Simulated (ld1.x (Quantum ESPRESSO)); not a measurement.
**An odd input for ld1.x (Quantum ESPRESSO) 7.5 (bromine)**

Command:

```bash
ld1.x < Br.in > Br.out
```

Input:

```
&input
   title='Br', zed=35., rel=3, dft='PZ', iswitch=3,
   config='[Ar] 3d10 4s1.75 4p5.25',
   nld=3, rlderiv=1.25, eminld=-7.0, emaxld=5.0, deld=0.02
 /
 &inputp
   pseudotype=2, tm=.true., lloc=2,
   nlcc=.false.,
   file_pseudopw='Br.UPF', file_wfcaegen='ae.wfc', file_wfcncgen='nc.wfc', file_beta='beta', file_chi='chi'
 /
3
4S  1  0   1.75   0.00  1.10  1.10  0.0
4P  2  1   5.25   0.00  1.15  1.15  0.0
3D  3  2  10.00   0.00  1.05  1.05  0.0
 &test
   configts(1)='3d10 4s1.75 4p5.25'
 /
```

Output:

```
Program LD1 v.7.5

 %%%%%%%%%%%%%%%%%%%%%%%%%%%%%%%%%%%%%%%%%%%%%%%%%%%%%%%%%%%%%%%%%%%%%%%%%%%%%%
     Error in routine ld1_readin (1):
     wrong rel
 %%%%%%%%%%%%%%%%%%%%%%%%%%%%%%%%%%%%%%%%%%%%%%%%%%%%%%%%%%%%%%%%%%%%%%%%%%%%%%

     stopping ...
```

This input was made by a single change from one that runs to its end. What was changed?

The change: rel changed from 1 to 3. The program refuses the input: "ld1_readin: wrong rel".
